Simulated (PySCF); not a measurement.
Si(NHSiH3)2(Cl)2 (Cl₂H₈N₂Si₃), SMILES [SiH3]N[Si](Cl)(Cl)N[SiH3]. Coordinates come from a B3LYP-D3(BJ)/def2-SVP optimisation. Other conformers were not sampled.

Computed equilibrium geometry at B3LYP-D3(BJ)/def2-SVP (PySCF confirms it by a frequency run) as bond lengths and angles (one conformer of several):
Atoms: Si1 N2 Si3 Cl4 Cl5 N6 Si7 H8 H9 H10 H11 H12 H13 H14 H15. Bonded distances (Å): Si1–N2 1.762, Si1–H8 1.488, Si1–H9 1.490, Si1–H10 1.489, N2–Si3 1.714, N2–H11 1.019, Si3–Cl4 2.077, Si3–Cl5 2.073, Si3–N6 1.710, N6–Si7 1.757, N6–H12 1.017, Si7–H13 1.489, Si7–H14 1.490, Si7–H15 1.492. Bond angles (°): N2–Si1–H8 111.4, N2–Si1–H9 105.5, N2–Si1–H10 112.2, H8–Si1–H9 109.5, H8–Si1–H10 108.8, H9–Si1–H10 109.3, Si1–N2–Si3 129.5, Si1–N2–H11 115.0, Si3–N2–H11 115.1, N2–Si3–Cl4 105.1, N2–Si3–Cl5 114.4, N2–Si3–N6 109.0, Cl4–Si3–Cl5 106.8, Cl4–Si3–N6 113.8, Cl5–Si3–N6 107.9, Si3–N6–Si7 124.5, Si3–N6–H12 118.1, Si7–N6–H12 117.4, N6–Si7–H13 111.0, N6–Si7–H14 106.9, N6–Si7–H15 112.0, H13–Si7–H14 110.0, H13–Si7–H15 108.1, H14–Si7–H15 108.8.
Charge 0, spin multiplicity 1.
